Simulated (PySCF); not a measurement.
## Correlation energy of Au (gold, neutral)

[Xe] 4f14 5d10 6s1, 2S determinant. All numbers are calculated (PySCF 2.14, scalar relativity through the core potential, in def2-SVP with the def2 core potential (60 electrons) (6s3p2d1f, 32 functions)). Frozen: 5s2 5p6; 11 electrons correlated.

MP2 pair energies summed by pair of shells (mhartree):

| pair | energy | share (%) |
| --- | --- | --- |
| 5d-5d | -212.52 | 84.4 |
| 5d-6s | -39.23 | 15.6 |

Total MP2 correlation energy: -251.75 mhartree.

Same-spin part -90.25 and opposite-spin part -161.51 mhartree; SCS-MP2 scales them by 1/3 and 6/5 to -223.89 mhartree.

```csv
level,correlation energy (mhartree)
CCSD,-239.87
(T),-3.84
CCSD(T),-243.71
```

Diagnostics: T1 = 0.014, D1 = 0.0509, largest double amplitude 0.025.

Cost of the coupled-cluster step: 0.48 s of wall time on 1 thread of Neoverse-V2 (shared host), for 11 correlated electrons.
